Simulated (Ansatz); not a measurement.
H4BSSi, SMILES `[SiH3][B-]S` (lower singlet; Si–B–S–H torsion 0°) (charge -1, multiplicity 1). This singlet lies 0.44 eV below the relaxed triplet at the level frozen-core CCSD(T)/aug-cc-pVDZ // PBE0-D3(BJ)/def2-TZVPD (Ansatz, a first-principles code).

These are BLYP/aug-cc-pVTZ // PBE0-D3(BJ)/def2-TZVPD (Ansatz) values and carry that method's errors.

Ansatz 0.2 input:
```yaml
crystal:
  periodic: [false, false, false]
  atoms:
    - { symbol: Si, position_ang: [-0.872226, 0.005128, -0.014515] }
    - { symbol: B, position_ang: [0.573785, -1.268481, 0.485411] }
    - { symbol: S, position_ang: [2.196537, -0.614657, 0.262522] }
    - { symbol: H, position_ang: [-1.812523, 0.312128, 1.120518] }
    - { symbol: H, position_ang: [-0.461158, 1.38462, -0.528307] }
    - { symbol: H, position_ang: [-1.782338, -0.520351, -1.092642] }
    - { symbol: H, position_ang: [2.157923, 0.701615, -0.232988] }
basis:
  gaussian: { orbitals: aug-cc-pVTZ }
hamiltonian:
  xc: blyp
total_charge: -1
```

Output:

```
Functional definition: BLYP
1162 factors; their error is unknown
mean field evaluation 1: about -19448.7042 eV, gradient 4.0e1 eV
mean field evaluation 2: about -19416.9750 eV, gradient 8.2e1 eV
mean field evaluation 4: about -19453.8247 eV, gradient 9.9e0 eV
mean field evaluation 8: about -19454.1528 eV, gradient 2.5e-1 eV
mean field evaluation 16: about -19454.1239 eV, gradient 2.1e-4 eV
mean field -19454.12390526 eV, -714.9258670394 hartree, gradient 4.3e-5 eV, S^2 0.000000; 0 other end points of the search recorded, 0 dependent functions left out
reference -19454.12421887 eV, -714.9258785644 hartree; 20, 20 occupied and 218, 218 virtual orbitals, 1162 factors
Total energy: -19454.12421887 eV, -714.9258785644 hartree
```
